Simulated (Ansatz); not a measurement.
Wavefunction ladder for ClH8N3Si2 (`N[SiH2]N[SiH](N)Cl`)

Cartesian coordinates in Å:
```
N 1.937 -0.250 0.316
Si 1.037 -0.158 -1.155
N -0.605 -0.601 -0.876
Si -1.695 0.076 0.256
N -0.781 1.091 1.253
Cl -2.647 -1.519 1.193
H 2.097 -1.152 0.741
H 2.757 0.331 0.404
H 1.494 -1.085 -2.228
H 1.210 1.246 -1.604
H -0.928 -1.412 -1.382
H -2.819 0.851 -0.313
H -1.203 1.774 1.857
H 0.146 0.809 1.540
```

Total charge 0; spin multiplicity 1. The structure was optimised at the PBE0-D4/def2-TZVP level. It is one conformer, not always the lowest. Frozen core, restricted reference, Ansatz 0.2.0. CBS rows extrapolate triple and quadruple zeta; past MP2 they add the triple-zeta difference.

| basis | HF (Eh) | MP2 corr. |
| --- | --- | --- |
| def2-TZVPP | -1205.68004 | -1.07321 |
| def2-QZVPP | -1205.72009 | -1.15869 |

(1) Estimate the CCSD correlation energy and the (T) correction in each basis where they were run (hartree).

## Answers

(1) 
| basis | CCSD corr. | (T) |
| --- | --- | --- |
| def2-TZVPP | -1.13165 | -0.04444 |
| CBS(def2) | -1.28044 | as TZ |
